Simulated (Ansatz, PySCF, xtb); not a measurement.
Breaking a bond: SMILES [CH3][Bi]([CH3])[CH3]. The C2–H13 bond (C2 also carries Bi, H, H; H13 carries nothing else) is pulled apart rigidly from the PBE0/def2-SVP, def2 effective core potentials past Kr optimised geometry.

- RKS-PBE0 = restricted PBE0/def2-SVP, def2 effective core potentials past Kr (Ansatz, a first-principles code)
- RHF/LANL2DZ = restricted Hartree-Fock/LANL2DZ, with its core potentials past Ne (PySCF)
- GFN1-xTB (xtb)
- UKS-PBE0 = unrestricted PBE0/def2-SVP, def2 effective core potentials past Kr run with Ansatz

Energies relative to the lowest point of each curve near equilibrium, in kcal/mol:

| R / Å | RKS-PBE0 | RHF/LANL2DZ | GFN1-xTB |
|---|---|---|---|
| 0.90 | 23.5 | 21.0 | 20.0 |
| 0.96 | 10.1 | 8.4 | 7.8 |
| 1.03 | 2.2 | 1.3 | 1.2 |
| 1.06 | 0.7 | 0.2 | 0.2 |
| 1.13 | 0.3 | 0.7 | 0.6 |
| 1.17 | 1.7 | 2.5 | 2.2 |
| 1.25 | 6.8 | 8.4 | 7.5 |
| 1.32 | 12.9 | 15.3 | 13.7 |
| 1.45 | 26.4 | 30.0 | 27.2 |
| 1.80 | 64.5 | 71.9 | 65.5 |
| 2.02 | 85.3 | 95.5 | 86.4 |
| 2.33 | 108.9 | 123.8 | 109.6 |

Problem. What does UKS-PBE0 give at the same points?

Solution. 0.90: 23.5; 0.96: 10.1; 1.03: 2.2; 1.06: 0.7; 1.13: 0.3; 1.17: 1.7; 1.25: 6.8; 1.32: 12.9; 1.45: 26.4; 1.80: 64.5; 2.02: 85.2; 2.33: 101.9 (kcal/mol).

The restricted form behind RKS-PBE0, RHF/LANL2DZ keeps the bonding electrons paired and can't separate into open-shell fragments. The unrestricted determinant behind UKS-PBE0 is spin-contaminated at 2.02 to 3.21 Å (<S²> up to 1.0, against 0.00 for a pure singlet).
